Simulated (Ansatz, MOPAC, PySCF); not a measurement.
Complex: H2O (SMILES O) (first 3 atoms) with HCl (SMILES Cl); geometry from B3LYP-D3(BJ)/def2-TZVP.
(charge 0, multiplicity 1):
```csv
atom,x (Å),y (Å),z (Å)
O,0.2116,0.5618,0.1773
H,0.7237,-0.1570,-0.2099
H,-0.6615,0.5165,-0.2283
Cl,0.0821,0.3819,3.3164
H,0.1580,0.5022,2.0199
```

Counterpoise-corrected where a basis set is named; no monomer relaxation. Rows marked so take none.

Correlated levels freeze the cores. Rows in STO-3G carry no dispersion term and start afresh at each structure. The state reached by PM3, PM6 isn't checked.

Programs: Ansatz (Gaussian basis) for Hartree–Fock, density functionals and correlated methods; MOPAC for PM3, PM6 (differences of heats of formation); PySCF for STO-3G rows. 

Question: One of these levels gives -252.2 meV for the interaction energy. Which?
(A) SCS-MP2/aug-cc-pV(T+d)Z
(B) PM3
(C) PM6
(D) HF/STO-3G (no counterpoise)

Answer: C, PM6. The others give -230.3 (PM3), -444.3 (HF/STO-3G (no counterpoise)), -205.8 (SCS-MP2/aug-cc-pV(T+d)Z)

Ansatz is a quantum-chemistry and plane-wave program.
